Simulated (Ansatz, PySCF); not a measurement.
Dimer: HF (SMILES F) (first 2 atoms) with C2H4 (SMILES C=C); geometry from B3LYP-D3(BJ)/def2-TZVP, rigid monomers moved along the line of their centres of mass till H2···C3 is 3.09 Å.
(charge 0, multiplicity 1):
```xyz
8

F     -0.23389     0.85647     0.58511
H     -0.16840     0.55536     1.46868
C     -0.48208    -0.03895     4.48313
C      0.56003    -0.79290     4.15037
H     -0.35943     0.98069     4.82786
H     -1.49639    -0.41600     4.43218
H      0.43795    -1.81556     3.81445
H      1.57494    -0.41882     4.21019
```

Counterpoise-corrected where a basis set is named; no monomer relaxation.

Cores are frozen in the correlated methods. CBS: X⁻³ extrapolation of the correlation energy, Hartree–Fock from the larger set.

Run with Ansatz (an electronic-structure program) with Gaussian orbitals; PySCF for the dispersion terms. 

PBE/def2-TZVPPD gives -105.8 meV for the interaction energy.

**Question.** Predict the shift from PBE, with its sign, for: PBE-D3(BJ)/def2-TZVPPD, r2SCAN/def2-TZVPPD, B3LYP/def2-TZVPPD, wB97M-V/def2-TZVPPD, MP2/CBS(aug-cc-pVDZ, aug-cc-pVTZ), MP2/CBS(aug-cc-pVDZ, aug-cc-pVTZ) + ΔCCSD(T)/aug-cc-pVDZ.

**Answer.** PBE-D3(BJ)/def2-TZVPPD -15.6; r2SCAN/def2-TZVPPD -1.2; B3LYP/def2-TZVPPD 13.5; wB97M-V/def2-TZVPPD -3.2; MP2/CBS(aug-cc-pVDZ, aug-cc-pVTZ) -1.1; MP2/CBS(aug-cc-pVDZ, aug-cc-pVTZ) + ΔCCSD(T)/aug-cc-pVDZ 2.9 meV. 2 of 6 lie above PBE; the widest gap is to PBE-D3(BJ)/def2-TZVPPD.
